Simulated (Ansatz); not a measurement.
**Group exchange: CH4O + CHBr2I → HOI + C2H4Br2**

Species: CH4O `CO`, singlet; CHBr2I `BrC(Br)I`, singlet; HOI (hypoiodous acid) `OI`, singlet; C2H4Br2 `CC(Br)Br`, singlet. The partners trade CH3 for I: O–CH3 and C–I bonds give way to O–I and C–CH3.

Shapes, held fixed at every level: PBE0-D4/def2-TZVP. Programs: Ansatz 0.2.0. The zero-point and thermal change to 298 K, harmonic and unscaled (PBE0-D4/def2-TZVP), is -1.4 kJ/mol.

```
                level                   kind  ΔH(298 K) (kJ/mol)  less CCSD(T)/def2-TZVPP  CPU time (sum over the molecules)
  B3LYP-D4/def2-TZVPP          global hybrid                +2.8                     -3.8                               39 s
  BHLYP-D4/def2-TZVPP          global hybrid                +9.1                     +2.5                               29 s
   PBE0-D4/def2-TZVPP          global hybrid                +6.6                      0.0                               26 s
r2SCAN0-D4/def2-TZVPP          global hybrid                +6.3                     -0.3                               49 s
    B2PLYP/def2-TZVPP          double hybrid                +3.8                     -2.8                               48 s
      CCSD/def2-TZVPP  coupled cluster or CI                +6.9                     +0.3                                  –
   CCSD(T)/def2-TZVPP  coupled cluster or CI                +6.6                      0.0                             12 min
```

The highest level, CCSD(T)/def2-TZVPP, gives ΔH(298 K) = +6.6 kJ/mol; the levels span +2.8 to +9.1. The column of differences is taken from that level and isn't an error. No measured value is set beside it here. For atoms past krypton def2 sets carry core potentials with scalar relativity. Relativity is left out for Br. Outer-core shells of Br, I are correlated, in sets that cover them unevenly. Times are processor times on shared x86 and Arm servers, and rough.
